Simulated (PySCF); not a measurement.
SnS: from constants to spectrum

RHF-CCSD(T) constants of SnS, ¹Σ⁺ (singlet), closed shell (basis Sn def2-SVP with ECP28, S def2-SVP; scalar-relativistic core potentials; PySCF 2.14; masses 119.9022 and 31.9721 u):

```
ωe              : 470.8 cm⁻¹
ωexe            : 1.33 cm⁻¹
Be              : 0.13199 cm⁻¹
αe              : 0.000486 cm⁻¹
D (centrifugal) : 4.15e-08 cm⁻¹
De to Sn + S    : 4.39 eV
```

(1) Give the band origin of the fundamental and the first lines of its P and R branches.

(2) Near which J would the R branch turn back, without centrifugal distortion?

Measured values (Huber and Herzberg, Constants of Diatomic Molecules (1979)): ωe = 487.26 cm⁻¹, ωexe = 1.358 cm⁻¹, Be = 0.13686139 cm⁻¹, αe = 0.00050563 cm⁻¹.

Correlated steps freeze 9 core orbitals. Correlated levels converge slowly with the basis: in double zeta they bind strong bonds too weakly, by up to about 1 eV, and carry superposition errors of some tenths. These are scalar-relativistic numbers at best; spin–orbit coupling would shift them, the dissociation energy most. Where the molecule has an RHF reference, its open-shell atoms are computed with UHF. The CCSD T1 diagnostic is raised, a sign that a single reference may not be enough here.

Answers

(1) ν0 = ωe − 2ωexe = 468.1 cm⁻¹, B0 = 0.13175, B1 = 0.13126 cm⁻¹.

```tsv
J″	P(J″) − ν0	R(J″) − ν0
0		0.263
1	-0.263	0.524
2	-0.528	0.785
3	-0.793	1.044
4	-1.060	1.303
5	-1.327	1.561
6	-1.596	1.817
```

(2) At J ≈ (B0 + B1)/(2(B0 − B1)) − 1 ≈ 270.
